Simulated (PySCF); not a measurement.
Hexachlorodisiloxane, Cl₆OSi₂, SMILES Cl[Si](Cl)(Cl)O[Si](Cl)(Cl)Cl, B3LYP/def2-SVP optimised geometry. Atoms within 1.6 Å of the plane z = 1.5 Å (x, y, z in Å): Si6 (-0.68, -0.96, 0.00), Cl7 (1.37, -0.96, 0.00), Cl8 (-1.37, -1.96, 1.65), Cl9 (-1.37, 0.96, 0.00).

Computed with PySCF with B3LYP/def2-TZVP. Cells within 0.4 Å of a nucleus heavier than hydrogen are left out (blank, or x).

Map of the log10 of the electron density (e/bohr³), floored at −4 on the plane z = 1.5 Å:

```
|0000000000000000000000000000000|
|0000000000000000000000000000000|
|0000000000000000000000000000000|
|0000000011110000000000000000000|
|0000001111111100000000000000000|
|0000112222222211000000000000000|
|0001122333333221000000000000000|
|0011223344433322100000000000000|
|0012233444444332110000000000000|
|0012334445544432210000000000000|
|0112334455554433211000000000000|
|0122344555554433221111110000000|
|0122344455554433222222211100000|
|0112334455544433222222222110000|
|0012334444444433333333332211000|
|0012334444444443333344433221000|
|0112334445554444344444443322100|
|0123344555555544444455444332100|
|1123455666666554444555544332100|
|1234556777777655444555544332100|
|1234567788887765544555544332100|
|2345678899988765544455444332100|
|234567899x998776544444443322100|
|23456789xxx98876544444433321000|
|23456789xxx98876543333332211000|
|2345678999998765433333222110000|
|2345667889988765432222211100000|
|1234567788877654432111110000000|
|1233456677766554321100000000000|
|0123345566655443221000000000000|
|0012334445544432210000000000000|
```
Scale: ten equal steps from -4.00 (start of '0') to -0.245 (end of '9'), in the order '0123456789'; x runs from -3.50 to 3.50, y from -3.50 (bottom) to 3.50 (top).
